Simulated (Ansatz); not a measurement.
CH$_{2}$Cl, charge -1, singlet, at a GFN2-xTB geometry (a gas-phase anion, which may not be bound at this level). Base run: B3LYP/6-31G** (Ansatz, a program for electronic structure).

Here is a job for Ansatz.
Ansatz 0.2 input:
```yaml
crystal:
  periodic: [false, false, false]
  atoms:
    - {symbol: C, position_ang: [0.00376299, 0.16217920, -1.24958859]}
    - {symbol: Cl, position_ang: [-0.00156201, 0.00018286, 0.61906895]}
    - {symbol: H, position_ang: [0.88406358, -0.49140260, -1.51109367]}
    - {symbol: H, position_ang: [-0.88008742, -0.48478128, -1.51554685]}
basis:
  gaussian:
    orbitals: 6-31G__.json
hamiltonian:
  xc: b3lyp
total_charge: -1
```
The basis file holds 6-31G** in the JSON format of the Basis Set Exchange.

Each row names what was changed in the base input (with any setting that the change needs).

| change | E (Eh) |
|---|---|
| base | -499.43820 |
| functional = SVWN5 | -497.55153 |
| functional = wB97M-V | ___ |
| functional = B2PLYP | -499.21749 |
| functional = BHLYP | -499.39192 |
| functional = blyp; dispersion = d3bjatm | ___ |
| functional = b3lyp5 | -499.34024 |
| functional = B2GP-PLYP | ___ |
| functional = cam_b3lyp | -499.40800 |
| functional = pbe0 | -499.21822 |
| functional = PBE-QIDH | ___ |
| functional = hse06 | -499.20799 |
| functional = hf | -498.42379 |

Question: Fill in the missing entries.

Answer: 
- functional = wB97M-V, E (Eh): -499.37115
- functional = blyp; dispersion = d3bjatm, E (Eh): -499.39227
- functional = B2GP-PLYP, E (Eh): -499.15489
- functional = PBE-QIDH, E (Eh): -499.09210

Total energies compare only within one method and basis.

A gas-phase anion may not be bound at this level; its values then depend on the basis.
